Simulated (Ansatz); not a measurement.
Consider the redistribution: `O=C([SiH3])[SiH](O)Cl` + `[SiH3][S][GeH3]` → `O[SiH](Cl)[GeH3]` + `O=C([SiH3])S[SiH3]`.

Gas-phase electronic energies from Ansatz, PBE0-D4/def2-TZVP geometries. CCSD(T)/CBS is the MP2 limit (def2-TZVPP, def2-QZVPP) plus CCSD(T) − MP2 in def2-TZVPP, frozen cores. Functionals use def2-TZVPP. B3LYP here is the variant with VWN-RPA as its local correlation; programs differ in this. For Ge outer-core shells are correlated without core-valence functions, which leaves a few kJ/mol of doubt a bond. Scalar relativity is left out up to krypton. One conformer a species, not always the lowest.

CCSD(T)/CBS gives +12.6 kJ/mol.

Question: Another level gave +11.9 kJ/mol. Which?
A. MP2/def2-TZVPP
B. PBE/def2-TZVPP
C. B3LYP/def2-TZVPP
D. r2SCAN-D4/def2-TZVPP

Answer: A. MP2/def2-TZVPP 11.9, r2SCAN-D4 -0.9, B3LYP 5.5, PBE -7.2 kJ/mol.

Largest T1 diagnostic among the species: 0.017.

From PBE to PBE0 (25 % exact exchange), in def2-TZVPP and without D4, ΔE moves by +9.9 kJ/mol. In def2-TZVPP, CCSD(T) changes the Hartree–Fock value by −19.4 kJ/mol (the triples alone add −4.8 kJ/mol) and MP2 by −20.6 kJ/mol.
